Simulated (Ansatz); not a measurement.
Reaction (formal exchange of groups at the Si–C bond): `OC[SiH2][SbH2]` + `C=CN=C` → `C=N[SiH2][SbH2]` + `C=CCO`

Gas-phase electronic energies from Ansatz, PBE0-D4/def2-TZVP geometries. CBS: MP2 limit from def2 TZ/QZ plus the TZ coupled-cluster correction, frozen cores. DFT in def2-TZVPP. def2 core potentials past Kr. For Sb outer-core shells are correlated without core-valence functions, which leaves a few kJ/mol of doubt a bond. Each species was taken in one conformer, which may not be the lowest.

Is it downhill or uphill in electronic energy at CCSD(T)/CBS, and by how much? (Estimate.)

Ansatz gave: Downhill: ΔE = -13.9 kcal/mol.

What do these levels give: PBE-D4, r2SCAN-D4, PBE0-D4, ωB97X-V, B2PLYP, PBE0, HF/def2-TZVPP, CCSD/def2-TZVPP, HF/def2-QZVPP, HF/CBS(def2), MP2/CBS(def2), CCSD/CBS(def2)? (Best estimate.)

Ansatz gave: PBE-D4 -10.3, r2SCAN-D4 -12.1, PBE0-D4 -11.7, ωB97X-V -13.6, B2PLYP -13.7, PBE0 -11.6, HF/def2-TZVPP -17.0, CCSD/def2-TZVPP -14.5, HF/def2-QZVPP -17.1, HF/CBS(def2) -17.2, MP2/CBS(def2) -14.7, CCSD/CBS(def2) -14.6 kcal/mol.

Largest T1 diagnostic among the species: 0.014.

From PBE to PBE0 (25 % exact exchange), in def2-TZVPP and without D4, ΔE moves by −1.4 kcal/mol. In def2-TZVPP, CCSD(T) changes the Hartree–Fock value by +3.2 kcal/mol (the triples alone add +0.7 kcal/mol) and MP2 by +2.4 kcal/mol.
